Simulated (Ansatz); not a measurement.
Ansatz (an electronic-structure program) input (HF/3-21G): The .json file is the Basis Set Exchange's 3-21G.

Ansatz 0.2 input:
```yaml
crystal:
  periodic: [false, false, false]
  atoms:
    - {symbol: Cu, position_ang: [-0.00000000, -0.00000000, -0.38166275]}
    - {symbol: F, position_ang: [0.00000000, 0.00000000, 1.22980220]}
basis:
  gaussian:
    orbitals: 3-21G.json
hamiltonian:
  xc: {name: HF}
phonons: {temperatures: {t_min: 298.15, t_max: 298.15, t_step: 100}}
```

Output:

```
Functional definition: HF
integrals: 0.00 GiB planned
413 factors; integrals over basis functions are off by at most 3.3e-4 eV
mean field: 0.07 GiB planned
mean field evaluation 1: about -47064.1348 eV, gradient 5.7e1 eV
mean field evaluation 2: about -47064.1721 eV, gradient 5.7e1 eV
mean field evaluation 4: about -47068.9831 eV, gradient 9.7e0 eV
mean field evaluation 8: about -47069.8687 eV, gradient 5.4e-1 eV
mean field evaluation 16: about -47062.2504 eV, gradient 2.5e1 eV
mean field evaluation 32: about -47069.2768 eV, gradient 1.1e1 eV
mean field -47069.87823486 eV, -1729.7861200218 hartree, gradient 1.9e-5 eV, S^2 0.000000; 0 other end points of the search recorded, 0 dependent functions left out
the calculation of the forces begins
reference -47069.87823486 eV, -1729.7861200218 hartree; 19, 19 occupied and 19, 19 virtual orbitals, 413 factors
these checks for a lower state are left out or cut short: stability, starts, cluster_reference, orbital_swaps, neighbouring_geometries, increment
integrals: 0.00 GiB planned
413 factors; integrals over basis functions are off by at most 3.3e-4 eV
mean field: 0.07 GiB planned
mean field -47069.87823486 eV, -1729.7861200217 hartree, gradient 5.3e-7 eV, S^2 0.000000; 0 other end points of the search recorded, 0 dependent functions left out
the calculation of the forces begins
reference -47069.87823486 eV, -1729.7861200217 hartree; 19, 19 occupied and 19, 19 virtual orbitals, 413 factors
these checks for a lower state are left out or cut short: stability, starts, cluster_reference, orbital_swaps, neighbouring_geometries, increment
integrals: 0.00 GiB planned
413 factors; integrals over basis functions are off by at most 3.3e-4 eV
mean field: 0.07 GiB planned
mean field -47069.87823486 eV, -1729.7861200217 hartree, gradient 5.4e-7 eV, S^2 0.000000; 0 other end points of the search recorded, 0 dependent functions left out
the calculation of the forces begins
reference -47069.87823486 eV, -1729.7861200217 hartree; 19, 19 occupied and 19, 19 virtual orbitals, 413 factors
these checks for a lower state are left out or cut short: stability, starts, cluster_reference, orbital_swaps, neighbouring_geometries, increment
integrals: 0.00 GiB planned
413 factors; integrals over basis functions are off by at most 3.3e-4 eV
mean field: 0.07 GiB planned
mean field -47069.87823486 eV, -1729.7861200217 hartree, gradient 5.3e-7 eV, S^2 0.000000; 0 other end points of the search recorded, 0 dependent functions left out
the calculation of the forces begins
reference -47069.87823486 eV, -1729.7861200217 hartree; 19, 19 occupied and 19, 19 virtual orbitals, 413 factors
these checks for a lower state are left out or cut short: stability, starts, cluster_reference, orbital_swaps, neighbouring_geometries, increment
integrals: 0.00 GiB planned
413 factors; integrals over basis functions are off by at most 3.3e-4 eV
mean field: 0.07 GiB planned
mean field evaluation 64: about -47069.8782 eV, gradient 6.3e-7 eV
mean field -47069.87823486 eV, -1729.7861200217 hartree, gradient 5.3e-7 eV, S^2 0.000000; 0 other end points of the search recorded, 0 dependent functions left out
the calculation of the forces begins
reference -47069.87823486 eV, -1729.7861200217 hartree; 19, 19 occupied and 19, 19 virtual orbitals, 413 factors
these checks for a lower state are left out or cut short: stability, starts, cluster_reference, orbital_swaps, neighbouring_geometries, increment
integrals: 0.00 GiB planned
413 factors; integrals over basis functions are off by at most 3.3e-4 eV
mean field: 0.07 GiB planned
mean field -47069.87809542 eV, -1729.7861148972 hartree, gradient 7.0e-7 eV, S^2 0.000000; 0 other end points of the search recorded, 0 dependent functions left out
the calculation of the forces begins
reference -47069.87809542 eV, -1729.7861148972 hartree; 19, 19 occupied and 19, 19 virtual orbitals, 413 factors
these checks for a lower state are left out or cut short: stability, starts, cluster_reference, orbital_swaps, neighbouring_geometries, increment
integrals: 0.00 GiB planned
413 factors; integrals over basis functions are off by at most 3.4e-4 eV
mean field: 0.07 GiB planned
mean field -47069.87809565 eV, -1729.7861149057 hartree, gradient 6.6e-7 eV, S^2 0.000000; 0 other end points of the search recorded, 0 dependent functions left out
the calculation of the forces begins
reference -47069.87809565 eV, -1729.7861149057 hartree; 19, 19 occupied and 19, 19 virtual orbitals, 413 factors
these checks for a lower state are left out or cut short: stability, starts, cluster_reference, orbital_swaps, neighbouring_geometries, increment
integrals: 0.00 GiB planned
413 factors; integrals over basis functions are off by at most 3.3e-4 eV
mean field: 0.07 GiB planned
mean field -47069.87823486 eV, -1729.7861200217 hartree, gradient 5.4e-7 eV, S^2 0.000000; 0 other end points of the search recorded, 0 dependent functions left out
the calculation of the forces begins
reference -47069.87823486 eV, -1729.7861200217 hartree; 19, 19 occupied and 19, 19 virtual orbitals, 413 factors
these checks for a lower state are left out or cut short: stability, starts, cluster_reference, orbital_swaps, neighbouring_geometries, increment
integrals: 0.00 GiB planned
413 factors; integrals over basis functions are off by at most 3.3e-4 eV
mean field: 0.07 GiB planned
mean field evaluation 96: about -47069.8782 eV, gradient 6.4e-7 eV
mean field -47069.87823486 eV, -1729.7861200217 hartree, gradient 5.3e-7 eV, S^2 0.000000; 0 other end points of the search recorded, 0 dependent functions left out
the calculation of the forces begins
reference -47069.87823486 eV, -1729.7861200217 hartree; 19, 19 occupied and 19, 19 virtual orbitals, 413 factors
these checks for a lower state are left out or cut short: stability, starts, cluster_reference, orbital_swaps, neighbouring_geometries, increment
integrals: 0.00 GiB planned
413 factors; integrals over basis functions are off by at most 3.3e-4 eV
mean field: 0.07 GiB planned
mean field -47069.87823486 eV, -1729.7861200217 hartree, gradient 5.3e-7 eV, S^2 0.000000; 0 other end points of the search recorded, 0 dependent functions left out
the calculation of the forces begins
reference -47069.87823486 eV, -1729.7861200217 hartree; 19, 19 occupied and 19, 19 virtual orbitals, 413 factors
these checks for a lower state are left out or cut short: stability, starts, cluster_reference, orbital_swaps, neighbouring_geometries, increment
integrals: 0.00 GiB planned
413 factors; integrals over basis functions are off by at most 3.3e-4 eV
mean field: 0.07 GiB planned
mean field -47069.87823486 eV, -1729.7861200217 hartree, gradient 5.3e-7 eV, S^2 0.000000; 0 other end points of the search recorded, 0 dependent functions left out
the calculation of the forces begins
reference -47069.87823486 eV, -1729.7861200217 hartree; 19, 19 occupied and 19, 19 virtual orbitals, 413 factors
these checks for a lower state are left out or cut short: stability, starts, cluster_reference, orbital_swaps, neighbouring_geometries, increment
integrals: 0.00 GiB planned
413 factors; integrals over basis functions are off by at most 3.4e-4 eV
mean field: 0.07 GiB planned
mean field -47069.87809565 eV, -1729.7861149057 hartree, gradient 6.6e-7 eV, S^2 0.000000; 0 other end points of the search recorded, 0 dependent functions left out
the calculation of the forces begins
reference -47069.87809565 eV, -1729.7861149057 hartree; 19, 19 occupied and 19, 19 virtual orbitals, 413 factors
these checks for a lower state are left out or cut short: stability, starts, cluster_reference, orbital_swaps, neighbouring_geometries, increment
integrals: 0.00 GiB planned
413 factors; integrals over basis functions are off by at most 3.3e-4 eV
mean field: 0.07 GiB planned
mean field evaluation 128: about -47069.8781 eV, gradient 7.0e-7 eV
mean field -47069.87809542 eV, -1729.7861148972 hartree, gradient 7.0e-7 eV, S^2 0.000000; 0 other end points of the search recorded, 0 dependent functions left out
the calculation of the forces begins
reference -47069.87809542 eV, -1729.7861148972 hartree; 19, 19 occupied and 19, 19 virtual orbitals, 413 factors
Total energy: -47069.87823486 eV, -1729.7861200218 hartree
Atom 0 at    -0.000000    -0.000000    -0.381663 Å, force    -0.000000     0.000000     0.000237 eV/Å
Atom 1 at     0.000000     0.000000     1.229802 Å, force     0.000000     0.000000    -0.000237 eV/Å
Dipole moment:    -0.000000     0.000000    -0.751777 e Å
Vibrations: 910.49 cm⁻¹, zero-point energy 0.056443 eV
```

The blocks after the first are displaced geometries, from whose forces the wavenumbers follow.
